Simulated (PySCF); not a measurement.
## Field gradients at the hydrogen positions

Compound: C₅H₁₁FP₂Si.
Atom-mapped SMILES: `[CH:1]#[C:2][C@H:3]([CH2:4][CH3:5])[Si:6]([F:7])([PH2:8])[PH2:9]` (hydrogens: H10 on C1; H11 on C3; H12, H13 on C4; H14, H15, H16 on C5; H17, H18 on P8; H19, H20 on P9)

Structure used (GFN2-xTB), in Å, numbered top down from 1:
```
atom  x, y, z in Å
C1    -1.6504    1.2347    1.7156
C2    -1.0104    0.9212    0.7530
C3    -0.1981    0.5279   -0.3734
C4    -0.8080   -0.6718   -1.1087
C5    -2.1773   -0.3476   -1.6917
Si6    1.5961    0.1311    0.2121
F7     2.4650    0.3030   -1.1634
P8     1.6681   -2.0283    0.8854
P9     2.4622    1.6641    1.6168
H10   -2.2387    1.5155    2.5375
H11   -0.1403    1.3764   -1.0646
H12   -0.8947   -1.5091   -0.4090
H13   -0.1323   -0.9723   -1.9131
H14   -2.0999    0.4527   -2.4252
H15   -2.5987   -1.2222   -2.1816
H16   -2.8569   -0.0290   -0.9045
H17    2.9919   -1.9564    1.2864
H18    2.0163   -2.4869   -0.3738
H19    2.3605    0.8465    2.7305
H20    1.2407    2.2613    1.8687
```

Level: PBE0/pcSseg-1 (PySCF, non-relativistic); Q(2H) = 0.00286 b; rigid geometry, the same for H and D, with no vibrational averaging.

Problem. Rank these positions by the coupling χzz of a deuteron there, largest first.
A. H15 (methyl hydrogen)
B. H19 (P–H hydrogen)
C. H13 (methylene hydrogen)
D. H10 (alkyne hydrogen)

Solution. D (267 kHz), A (212 kHz), C (201 kHz), B (142 kHz).

Problem. Give the electric field gradient Vzz (the principal value of largest size), its asymmetry and the 2H coupling at each hydrogen.

Solution. 
```csv
atom,bonded to,bond length (Å),Vzz (au),η,χzz (kHz)
H10,C1,1.049,0.3974,0.01,267
H11,C3,1.096,0.2979,0.03,200
H12,C4,1.095,0.2939,0.04,198
H13,C4,1.093,0.2997,0.04,201
H14,C5,1.088,0.3134,0.03,211
H15,C5,1.087,0.3161,0.02,212
H16,C5,1.088,0.3105,0.02,209
H17,P8,1.385,0.2127,0.08,143
H18,P8,1.385,0.2122,0.08,143
H19,P9,1.385,0.2115,0.08,142
H20,P9,1.383,0.2104,0.08,141
```

Problem. Average by the element that carries the hydrogen.

Solution. on C: 214 kHz over 7 positions, mean bond length 1.085 Å; on P: 142 kHz over 4 positions, mean bond length 1.384 Å.

Problem. How does χzz go with the bond length over the 7 C–H bonds?

Solution. A straight-line fit has a slope of -14.7 kHz for each 0.01 Å, with a correlation coefficient of -1.00, over lengths from 1.049 to 1.096 Å. The longer bonds have the smaller couplings here.

Problem. A static deuteron (I = 1) shows a doublet split by (3/2)χ, (3/4)χ(1 + η) and (3/4)χ(1 − η) with the field along z, y and x of the gradient. What are these for H20?

Solution. With |χ| = 141.4 kHz and η = 0.080: 212, 115 and 98 kHz, to first order and without motion.

Isolated species at its GFN2-xTB geometry (one conformer only). GFN2-xTB bond lengths can be off by several hundredths of an ångström, more for odd bonds, and the gradients follow them. These gradients aren't converged with respect to the basis.

These values come from a run that also computed NMR shieldings. Time: 56 s; peak memory 1.1 GiB. Hardware: Arm Neoverse V1, one thread, no GPU, shared host.
